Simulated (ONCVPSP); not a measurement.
# sulfur, ONCV: configuration errors across variants

| Item | Value |
| --- | --- |
| Element | S (Z = 16) |
| Generator | ONCVPSP 4.0.1 |
| Type | optimised norm-conserving Vanderbilt (ONCV) |
| Functional | PBE |
| Relativity | scalar-relativistic |
| Frozen core | [Ne] |
| Valence charge | 6 |
| Reference configuration | 3s1.75 3p4.25 |
| Partial waves | 3s: rc 1.30 bohr, ncon 4, nbas 8, qcut 6.2 1/bohr, 2 projectors, debl 3.8 Ha; 3p: rc 1.40 bohr, ncon 5, nbas 10, qcut 5.4 1/bohr, 2 projectors, debl 2.7 Ha; d scattering state at 0.12 Ha: rc 1.25 bohr, ncon 3, nbas 6, qcut 6.9 1/bohr, 2 projectors, debl 2.6 Ha |
| Local potential | polynomial inside 0.85 bohr (lpopt 5, dvloc0 2 Ha) |
| Core correction | Teter function, fcfact 5.5, rcfact 1.2 |

All-electron excitation energies from the reference (eV): (1) 3s2 3p4 -2.566; (2) 3s2 3p3 9.203; (3) 3s2 3p2 31.486; (4) 3s0 3p6 18.174.

2 further variants failed, have other tests or too few solved ones, and are left out.

A true bound ghost makes a file unfit for plane-wave use even where its test errors are small: the radial tests pick states by their node count and pass the ghost by.

Errors AE − PS in meV (a dash: test not solved or not reliable):

```csv
change,(1),(2),(3),(4),bound ghosts,GHOST(+) flags above zero
base,+0.2,+0.2,+7.7,+2.3,none,s
s: qcut 7.6; p: qcut 6.6; d: qcut 8.4,+0.1,+0.1,+6.6,+1.1,s,none
"core correction Teter function, fcfact 3.2, rcfact 1.2",+0.1,-0.2,+4.6,+1.8,none,s
"local potential polynomial inside 1.20 bohr (lpopt 5, dvloc0 2 Ha)",+0.2,+0.2,+7.6,+2.3,none,s
d: qcut 5.7,+0.2,+0.2,+7.7,+2.3,none,s
"core correction Teter function, fcfact 5.5, rcfact 1.08",+0.2,-0.4,+4.7,+3.9,none,s
"core correction Teter function, fcfact 5.5, rcfact 1.3",+0.1,+1.0,+11,+0.1,none,s
```

Q: Give the same row for: local potential polynomial inside 0.85 bohr (lpopt 5, dvloc0 7.5 Ha).

A: +0.2, +0.2, +7.6, +2.3; bound ghosts: none; GHOST(+) flags above zero: s.
